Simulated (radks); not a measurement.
All-electron atom: Sc3+ in [Ar].

Method: Dirac Kohn-Sham, PBEsol, spin-unpolarised, spherical densities, point nucleus; computed with a radial shooting solver on a logarithmic mesh with Libxc functionals.

Energy parts (eV):
part                      energy
total                 -20722.045
kinetic                20903.404
electron-nucleus      -48701.140
Hartree                 8086.910
exchange-correlation   -1011.219

Orbitals (lengths in bohr, moments of r in powers of bohr):
| orbital | occ. | eigenvalue (eV) | <1/r> |
|---|---|---|---|
| 1s1/2 | 2 | -4423.437 | 20.75 |
| 2s1/2 | 2 | -506.7468 | 4.302 |
| 2p1/2 | 2 | -424.0648 | 4.232 |
| 2p3/2 | 4 | -419.4343 | 4.183 |
| 3s1/2 | 2 | -86.2473 | 1.330 |
| 3p1/2 | 2 | -64.8682 | 1.217 |
| 3p3/2 | 4 | -64.3236 | 1.207 |

The highest occupied level is 3p3/2 at -64.324 eV. The density falls to 0.001 e/bohr^3 at r = 2.73 bohr. Summed over all electrons, <r^2> = 12.50 bohr^2, which gives a Langevin (diamagnetic) susceptibility term of -9.9 x 10^-6 cm^3/mol. For comparison, the ionisation energy in NIST's Atomic Spectra Database is 73.489 eV (measured). In exact Kohn-Sham theory the highest level is minus the ionisation energy, but local and semilocal functionals leave it too shallow, through self-interaction and a potential that decays too fast; potentials with the right tail come closer.
